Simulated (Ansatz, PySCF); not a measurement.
In(H)(SiH3)2 (H7InSi2), SMILES [SiH3][InH][SiH3].

Coordinates come from a PBE-D3(BJ)/def2-SVP optimisation. The structure was generated by enumeration; whether it is a known compound was not checked. The def2 effective core potentials stand for the cores of In; spin–orbit coupling is left out.

Vertical ionisation energy (IE) and electron affinity (EA) in eV. Rows of orbital energies are one-electron estimates. Where ΔSCF, EOM or ADC give a negative EA the extra electron is unbound and the value depends on the basis.

```json
[
 {"level": "−ε(HOMO), −ε(LUMO), CAM-B3LYP/def2-TZVP (PySCF)", "IE": "8.19", "EA": "1.50"},
 {"level": "−ε(HOMO), −ε(LUMO), PBE/def2-TZVP (PySCF)", "IE": "6.11", "EA": "3.08"},
 {"level": "ΔSCF, CAM-B3LYP/def2-SVPD (Ansatz), final states of multiplicity 2 and 2", "IE": "8.90", "EA": "0.83"},
 {"level": "ΔSCF, PBE/def2-SVPD (Ansatz), final states of multiplicity 2 and 2", "IE": "8.65", "EA": "0.88"}
]
```

### Question
What vertical singlet–triplet gap does ΔSCF give with CAM-B3LYP/def2-SVPD (Ansatz, a program for electronic structure) and with PBE/def2-SVPD (Ansatz)? (An estimate is asked for; the answer gives what the named calculation found.)

### Answer
3.23 and 2.92 eV (triplet above singlet where positive).
